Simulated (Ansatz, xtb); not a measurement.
# C5H4FN: which of two isomers lies lower

We compare X, `C=C/C=C(\F)C#N`, a singlet, with Y, `C=C(C#N)/C=C\F`, a singlet. Both are isolated molecules in the gas phase, relaxed with PBE-D3(BJ)/def2-SVP; the shapes shown needn't be the lowest conformers.

X (Å):

```yaml
atoms:
  - { symbol: C, position_ang: [0.9567, -1.3487, -1.3070] }
  - { symbol: C, position_ang: [0.3878, -1.9353, -0.2265] }
  - { symbol: C, position_ang: [0.1963, -1.2606, 1.0380] }
  - { symbol: C, position_ang: [-0.3737, -1.8383, 2.1319] }
  - { symbol: C, position_ang: [-0.5659, -1.1781, 3.3849] }
  - { symbol: F, position_ang: [-0.8087, -3.1132, 2.1050] }
  - { symbol: N, position_ang: [-0.7255, -0.6383, 4.4164] }
  - { symbol: H, position_ang: [1.3094, -0.3049, -1.2745] }
  - { symbol: H, position_ang: [1.0857, -1.8950, -2.2530] }
  - { symbol: H, position_ang: [0.0438, -2.9808, -0.2862] }
  - { symbol: H, position_ang: [0.5245, -0.2148, 1.1446] }
```

Y (Å):

```xyz
11

C    -2.8365    0.3470   -1.2644
C    -1.8220    0.1006   -0.3867
C    -1.6356   -1.2559    0.0691
C    -0.9370    1.1641    0.0914
C     0.0969    1.0630    0.9543
F     0.4794   -0.0806    1.5244
N    -1.5263   -2.3736    0.4085
H    -3.4950   -0.4587   -1.6168
H    -3.0140    1.3671   -1.6374
H    -1.1374    2.1729   -0.2998
H     0.7158    1.9220    1.2624
```

Estimate which is lower in electronic energy at CCSD(T)/def2-SVP + ΔMP2/def2-TZVPP, and by roughly how much.

Too close to call at this level: CCSD(T)/def2-SVP + ΔMP2/def2-TZVPP gives E(Y) − E(X) = −0.53 kcal/mol.

The same difference at several levels:

| level | geometry | E(Y) − E(X) (kcal/mol) | departure from the last row (kcal/mol) | job, with rough time for the two |
| --- | --- | --- | --- | --- |
| GFN2-xTB | GFN2-xTB | −0.57 | −0.04 | optimisation, 0.12 s |
| HF/STO-3G | GFN2-xTB | −0.15 | +0.38 | single point, 0.4 s |
| r2SCAN-D4/def2-SVP | GFN2-xTB | +0.89 | +1.43 | single point, 4.4 s |
| PBE-D3(BJ)/def2-SVP | PBE-D3(BJ)/def2-SVP | +0.95 | +1.49 | optimisation, 22 s |
| HF/def2-SVP | PBE-D3(BJ)/def2-SVP | −0.80 | −0.27 | part of the CCSD(T) run |
| MP2/def2-SVP | PBE-D3(BJ)/def2-SVP | −0.65 | −0.11 | part of the CCSD(T) run |
| CCSD(T)/def2-SVP | PBE-D3(BJ)/def2-SVP | −0.45 | +0.08 | single point |
| CCSD(T)/def2-SVP + ΔMP2/def2-TZVPP | PBE-D3(BJ)/def2-SVP | −0.53 |  | single point, 72 s |

As drawn, both hold the same kinds of bond in the same numbers.

The largest departure from CCSD(T)/def2-SVP + ΔMP2/def2-TZVPP is that of PBE-D3(BJ)/def2-SVP, 1.49 kcal/mol. The last row adds to CCSD(T) the change of the MP2 difference between the two basis sets, here −0.08 kcal/mol.

With thermal terms from frequencies at re-optimised GFN2-xTB minima (ideal gas, soft modes damped towards free rotors, one conformer each, 298.15 K, 1 atm): on the last row, ΔE + ΔZPE = −0.45, ΔH = −0.50, ΔG = −0.38 kcal/mol.

The correlated steps freeze 7 core orbitals. Codes used: Ansatz 0.2.0, xtb 6.7.1; the last row on 2 threads of Arm Neoverse V1 on a shared host.
